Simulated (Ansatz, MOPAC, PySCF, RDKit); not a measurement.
Pair of molecules: C2H4 (SMILES C=C) (first 6 atoms) with H4OSi (SMILES O[SiH3]); geometry from B3LYP-D3(BJ)/def2-TZVP.
(charge 0, multiplicity 1):
```
atom    x (Å)    y (Å)    z (Å)
----  -------  -------  -------
C     -0.3552  -0.4689  -0.0182
C      0.4663   0.5705   0.0029
H     -1.1645  -0.5394  -0.7351
H     -0.2469  -1.2837   0.6863
H      1.2720   0.6355   0.7235
H      0.3667   1.3942  -0.6938
O      0.6943  -0.9615   3.1659
Si    -0.3191   0.2315   3.7074
H      1.5662  -1.0299   3.5617
H     -0.4201   0.2004   5.1887
H     -1.6363  -0.0423   3.1053
H      0.1543   1.5782   3.3077
```

Monomers are frozen at their geometry in the pair; levels with a basis set take the counterpoise correction. RDKit's UFF carries no charges.

The state reached by PM3, PM6 isn't checked.

Programs: Ansatz (an electronic-structure program); MOPAC for PM3, PM6 (differences of heats of formation); PySCF for the dispersion terms; RDKit for the force fields. Values without a source in brackets are computed.

**Question.** One of these levels gives -53.8 meV for the interaction energy. Which?
(A) UFF
(B) PM3
(C) PBE0-D4/def2-TZVPPD
(D) PM6

**Answer.** A, UFF. The others give 19.6 (PM3), -12.7 (PM6), -84.0 (PBE0-D4/def2-TZVPPD)
